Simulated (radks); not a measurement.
The numbers below are computed, except where a source is named.
Effect of the nuclear size on neutral aluminium, [Ne] 3s2 3p1. Code: a radial shooting solver on a logarithmic mesh with Libxc functionals. Model: Dirac Kohn-Sham, PBE, spin-unpolarised, spherical densities, finite nucleus; open shells are shared between the two j in proportion to 2j + 1; Fermi nuclear charge, rms radius 3.061 fm. The rms radius is varied about that value; shifts are against it.

rms radius (fm)  total energy shift (eV)  density at nucleus (e/bohr^3)  1s1/2 shift (meV)
2.5253                          -0.00119                           1506             -0.494
2.7641                         -0.000687                           1504             -0.285
3.061                                  0                           1503              0.000
3.2753                          0.000538                           1502              0.223
3.615                            0.00147                           1500              0.608

Slopes of the eigenvalues against <r^2> in GHz/fm^2, as finite differences over the two radii next to the reference (eigenvalue slopes, not the field-shift constants of lines): 1s1/2 39.8.
